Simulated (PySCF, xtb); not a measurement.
BO, SMILES [B]=O, multiplicity 2. Atoms are numbered in the order given.

```xyz
2

B      0.0000     0.0000    -0.7399
O      0.0000     0.0000     0.4624
```
Charge 0, spin multiplicity 2.

Geometry optimised at B3LYP-D3(BJ)/def2-TZVPD.

Method: IEF-PCM-ωB97X/def2-TZVPD run with PySCF.

The values are the electrostatic part of the solvation free energy, E(continuum) − E(gas) at the gas-phase geometry, in a cavity of scaled van der Waals radii (PySCF's table); cavitation and dispersion terms are not included. The dipole moment in vacuum is 2.44 D.

| solvent | ε | ΔG(elec) (kcal/mol) | dipole (D) |
|---|---|---|---|
| water | 78.36 | -3.6 | 2.96 |
| acetone | 20.49 | -3.4 | 2.93 |
| chlorobenzene | 5.70 | -2.7 | 2.83 |

For comparison, GFN2-xTB/ALPB(water) (xtb, at the GFN2-xTB geometry, all terms of that model) gives -1.4 kcal/mol.
